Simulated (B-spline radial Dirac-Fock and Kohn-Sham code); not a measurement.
Ca 2s: cross section and angular parameters

System: the free calcium atom, configuration [Ar] 4s2; threshold 438.4 eV (tabulated edge). Method: Dirac-Hartree-Slater photoionisation with a Latter tail; cross sections with all multipoles, angular parameters from the dipole term and its interference with E2. Computed with a radial B-spline solver.

Input of the calculation (task.json; shells as n, l, electrons):

```json
{"items": [{
  "Z": 20,
  "q": 0,
  "cfg": [[1, 0, 2], [2, 0, 2], [2, 1, 6], [3, 0, 2], [3, 1, 6], [4, 0, 2]],
  "A": 40,
  "rrms": 3.4776,
  "do": "xps",
  "hv": [57.5, 73.9, 80, 90.0, 97.7, 100, 124.0, 154.0, 200, 250.0, 253.0, 264.0, 300, 400, 477.0, 511.0, 621.0, 685.0, 764.0, 919.0, 1700.0, 2610.0, 2984.4, 3960.0, 4550.0, 5090.0, 5414.7, 7990.0, 8320.0, 9251.7],
  "edges": {"K": 4038.5, "L1": 438.4, "L2": 349.7, "L3": 346.2}
}]}
```

Launch: `python xray2_run.py task.json out`

For linearly polarised light dσ/dΩ = σ/(4π) [1 + β P₂(cos θ) + (δ + γ cos²θ) sin θ cos φ], with θ from the polarisation vector and φ the angle between the beam and the projection of the electron momentum on the plane normal to the polarisation.

| hν (eV) | σ (kb) | β | γ |
| --- | --- | --- | --- |
| 477 | 235 | 2.000 | 0.530 |
| 511 | 215 | 2.000 | 0.386 |
| 621 | 164 | 2.000 | 0.107 |
| 685 | 142 | 2.000 | 0.031 |
| 764 | 119 | 2.000 | -0.021 |
| 919 | 87.5 | 2.000 | -0.051 |
| 1700 | 27.2 | 2.000 | 0.143 |
| 2610 | 10.9 | 2.000 | 0.429 |
| 2984.4 | 8.03 | 2.000 | 0.535 |
| 3960 | 4.15 | 2.000 | 0.784 |
| 4550 | 2.97 | 2.000 | 0.918 |
| 5090 | 2.26 | 2.000 | 1.032 |
| 5414.7 | 1.94 | 2.000 | 1.098 |
| 7990 | ? | ? | ? |
| 8320 | 0.646 | 2.000 | 1.604 |
| 9251.7 | 0.488 | 1.999 | 1.743 |

Task: Give the values at 7990 eV.

Result: σ = 0.719 kb, β = 2.000, γ = 1.553. For an s subshell δ is negligible.
